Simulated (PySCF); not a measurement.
# Arsenic: a sound run and one with changed settings

Sound run: As⁺ [Ar] 3d10 4s2 4p2, As²⁺ [Ar] 3d10 4s2 4p1. Calculation: PySCF 2.14, in x2c-TZVPall (6s5p4d1f, 48 functions); the spin-free X2C one-electron Hamiltonian (Gaussian nucleus). In the sound run the correlated levels freeze [Ar] 3d10. The sound run starts from symmetry-adapted Hartree-Fock orbitals and uses a fine grid where one is needed.

Changed run: basis STO-3G, all-electron and non-relativistic. This setting is unsound on purpose.

```json
{"species": "As⁺", "method": "UHF", "sound run (hartree)": "-2258.66337", "changed run (hartree)": "-2209.00633", "converged": "yes"}
{"species": "As⁺", "method": "BP86", "sound run (hartree)": "-2260.64713", "changed run (hartree)": "-2210.37557", "converged": "yes"}
{"species": "As⁺", "method": "PBE", "sound run (hartree)": "-2260.02687", "changed run (hartree)": "-2209.79692", "converged": "yes"}
{"species": "As⁺", "method": "MP2", "sound run (hartree)": "-2258.71611", "changed run (hartree)": "-2209.01391", "converged": "yes"}
{"species": "As⁺", "method": "CCSD(T)", "sound run (hartree)": "-2258.73266", "changed run (hartree)": "-2209.01980", "converged": "yes"}
{"species": "As²⁺", "method": "UHF", "sound run (hartree)": "-2258.00411", "changed run (hartree)": "-2208.37732", "converged": "yes"}
{"species": "As²⁺", "method": "BP86", "sound run (hartree)": "-2259.96440", "changed run (hartree)": "-2209.72205", "converged": "yes"}
{"species": "As²⁺", "method": "PBE", "sound run (hartree)": "-2259.34749", "changed run (hartree)": "-2209.14530", "converged": "yes"}
{"species": "As²⁺", "method": "MP2", "sound run (hartree)": "-2258.04312", "changed run (hartree)": "-2208.39291", "converged": "yes"}
{"species": "As²⁺", "method": "CCSD(T)", "sound run (hartree)": "-2258.05752", "changed run (hartree)": "-2208.40405", "converged": "yes"}
```

Ionisation energy of As⁺:

```json
{"method": "UHF", "sound run (eV)": "17.939", "changed run (eV)": "17.116"}
{"method": "BP86", "sound run (eV)": "18.578", "changed run (eV)": "17.783"}
{"method": "PBE", "sound run (eV)": "18.487", "changed run (eV)": "17.732"}
{"method": "MP2", "sound run (eV)": "18.313", "changed run (eV)": "16.898"}
{"method": "SCS-MP2", "sound run (eV)": "18.240", "changed run (eV)": "16.855"}
{"method": "CCSD", "sound run (eV)": "18.348", "changed run (eV)": "16.755"}
{"method": "CCSD(T)", "sound run (eV)": "18.372", "changed run (eV)": "16.755"}
```

A minimal basis cannot let orbitals breathe on ionisation and holds almost no correlation. The Hamiltonian changed with the basis, so the totals do not compare.

For comparison, NIST gives 18.589 eV between the lowest levels.
